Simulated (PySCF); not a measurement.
The numbers are results of PySCF with B3LYP-D3(BJ)/def2-TZVP, not measurements. All species are isolated molecules in the gas phase. B3LYP has the VWN-RPA correlation part, as in Gaussian. Excitations are Tamm–Dancoff values on a coarser integration grid. The basis has no diffuse functions, so Rydberg states are missing or too high.

Reference species (SMILES): `CC#CC#N` (neutral, multiplicity 1).

S1 excitation (TDA): 5.18 eV
dipole moment: 5.33 D
S1 oscillator strength: 0.000

Changed species: `N#CN` (X = amino; the reference has X = propynyl).

### Question
Predict the effect on the S1 excitation (TDA), dipole moment and S1 oscillator strength.

### Answer
the S1 excitation (TDA) rises by 1.23 eV, to 6.41 eV; the dipole moment decreases by 0.67 D, to 4.66 D; the S1 oscillator strength hardly moves.
